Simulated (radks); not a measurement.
Results of a calculation; reference values are marked as such.
Question: Radial electron density D(r) = 4 pi r^2 rho(r) of an atom or ion with 31 electrons. Level of theory: scalar-relativistic Kohn-Sham, PBE, spin-polarised, spherical densities, point nucleus (a radial shooting solver on a logarithmic mesh with Libxc functionals).

```
   r/bohr * D(r) (the largest magnitude, 49.7, reaches the edge; | marks zero)
 0.003776 |    *
 0.004431 |     *
 0.005158 |       *
 0.006053 |         *
 0.007103 |            *
 0.008269 |               *
 0.009704 |                   *
   0.0113 |                       *
  0.01326 |                            *
  0.01543 |                                *
  0.01811 |                                     *
  0.02108 |                                         *
  0.02474 |                                            *
  0.02904 |                                             *
   0.0338 |                                             *
  0.03967 |                                            *
  0.04618 |                                         *
  0.05419 |                                      *
  0.06309 |                                     *
  0.07404 |                                      *
  0.08619 |                                         *
   0.1011 |                                               *
   0.1187 |                                                    *
   0.1382 |                                                      *
   0.1622 |                                                    *
   0.1888 |                                             *
   0.2215 |                                     *
   0.2579 |                              *
   0.3026 |                            *
   0.3523 |                              *
   0.4135 |                                  *
   0.4852 |                                   *
   0.5648 |                                *
   0.6629 |                         *
   0.7717 |                  *
   0.9056 |           *
    1.054 |      *
    1.237 |   *
     1.44 |  *
     1.69 | *
    1.983 |*
    2.309 |*
     2.71 *
    3.154 *
    3.702 *
    4.309 *
    5.057 *
    5.887 *
    6.909 *
    8.108 *
    9.438 *
    11.08 *
    12.89 *
    15.13 *
    17.62 *
```

What is the nuclear charge?

Answer: Z = 34. The innermost maximum, from 1s, lies near gamma/Z bohr with gamma = sqrt(1 - (Z/c)^2) = 0.969, here 0.0285 bohr (found: 0.0310), and its height grows with Z. The density is that of the selenium ion Se3+ in [Ar] 3d10 4s2 7s1; the configuration itself is not fixed sharply by these data, and Z only to about a unit. D(r) has 5 maxima, at r = 0.0310, 0.139, 0.470, 5.18, 10.1 bohr, and minima at 0.0646, 0.298, 3.82 bohr, inside which lie 2.08, 11.00, 30.06 electrons.
